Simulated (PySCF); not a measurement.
Job file and geometry (Å, from GFN2-xTB) of an NMR shielding run on `C#CCP(N)C1CC1`, C6H10NP, GIAO PBE0/pcSseg-1 NMR shielding, non-relativistic, gas phase (PySCF); density fitting, a coarse starting grid and PySCF grid level 2 are the driver's defaults:

```
$ OMP_NUM_THREADS=1 python probes_run.py task.json out

{"job": {"kind": "nmr", "xc": "PBE0", "basis": "pcSseg-1"}, "charge": 0, "multiplicity": 1}
C      2.688338    -1.616215     0.256322
C      2.242189    -0.505065     0.244670
C      1.684468     0.821385     0.213590
P      0.107632     0.872741    -0.799128
N     -0.392041     2.417692    -0.207873
C     -0.944925    -0.103452     0.341240
C     -1.000903    -1.591250     0.163044
C     -2.178243    -0.757384    -0.215500
H      3.089211    -2.584974     0.276249
H      2.400083     1.512730    -0.244341
H      1.443854     1.170956     1.222429
H     -1.370628     2.571469    -0.435028
H      0.139558     3.161042    -0.653652
H     -0.994856     0.296179     1.349961
H     -1.062326    -2.206344     1.048220
H     -0.408579    -2.026401    -0.628264
H     -3.061939    -0.795851     0.404495
H     -2.389652    -0.630940    -1.268057
```

Problem. Write the output of this run.

Solution. 
```
coarse grid: 15408 points
cycle   1  E = -630.0179183818  dE =  1.131e+00  |g| = 5.288e-01  |ddm| = 4.099e+00
cycle   2  E = -630.0065061823  dE =  1.141e-02  |g| = 5.835e-01  |ddm| = 1.186e+00
cycle   3  E = -630.0859234872  dE = -7.942e-02  |g| = 7.946e-02  |ddm| = 6.396e-01
cycle   4  E = -630.0871128472  dE = -1.189e-03  |g| = 3.630e-02  |ddm| = 1.239e-01
cycle   5  E = -630.0873820435  dE = -2.692e-04  |g| = 1.627e-02  |ddm| = 4.428e-02
cycle   6  E = -630.0874415229  dE = -5.948e-05  |g| = 4.736e-03  |ddm| = 1.476e-02
cycle   7  E = -630.0874467874  dE = -5.265e-06  |g| = 1.271e-03  |ddm| = 4.777e-03
final grid: 143888 points
cycle   8  E = -630.1336564214  dE = -4.193e-05  |g| = 9.746e-03  |ddm| = 4.893e-02
cycle   9  E = -630.1336454576  dE =  1.096e-05  |g| = 1.201e-02  |ddm| = 2.010e-02
cycle  10  E = -630.1336799899  dE = -3.453e-05  |g| = 7.833e-04  |ddm| = 1.169e-02
cycle  11  E = -630.1336801188  dE = -1.289e-07  |g| = 3.379e-04  |ddm| = 1.074e-03
cycle  12  E = -630.1336801394  dE = -2.061e-08  |g| = 1.727e-04  |ddm| = 3.460e-04
cycle  13  E = -630.1336801466  dE = -7.173e-09  |g| = 4.294e-05  |ddm| = 1.677e-04
cycle  14  E = -630.1336801470  dE = -4.457e-10  |g| = 1.021e-05  |ddm| = 5.372e-05
converged SCF energy = -630.1336801470

GIAO shielding tensors (ppm)
atom      isotropic    diamagn.    paramagn.     s11        s22        s33       span
  0 C      109.983     258.959    -148.976     37.907     39.685    252.356    214.449
  1 C      102.620     261.236    -158.616      4.335     10.937    292.588    288.253
  2 C      157.672     255.319     -97.647    133.762    162.217    177.038     43.276
  3 P      259.647     965.818    -706.171    188.681    251.565    338.696    150.015
  4 N      229.890     318.865     -88.975    186.809    238.421    264.440     77.631
  5 C      168.190     254.075     -85.885    134.895    146.971    222.705     87.810
  6 C      183.987     251.084     -67.097    155.027    182.937    213.999     58.972
  7 C      182.851     255.351     -72.500    150.893    178.574    219.086     68.193
  8 H       30.313      34.920      -4.607     24.650     25.503     40.786     16.136
  9 H       29.095      28.188       0.908     23.546     28.842     34.899     11.352
 10 H       28.995      30.732      -1.737     25.807     28.278     32.900      7.093
 11 H       31.250      31.819      -0.569     22.955     29.616     41.177     18.221
 12 H       31.547      31.068       0.479     23.409     28.550     42.682     19.273
 13 H       30.957      33.264      -2.307     25.527     28.257     39.087     13.559
 14 H       30.862      31.247      -0.385     25.672     26.065     40.849     15.177
 15 H       30.846      32.010      -1.164     25.424     28.045     39.070     13.646
 16 H       31.037      30.937       0.100     25.078     26.487     41.548     16.470
 17 H       31.412      31.910      -0.498     25.382     28.365     40.488     15.106
```

Size and cost of the density-fitted run: 193 basis functions, of the order of 110 core-seconds.
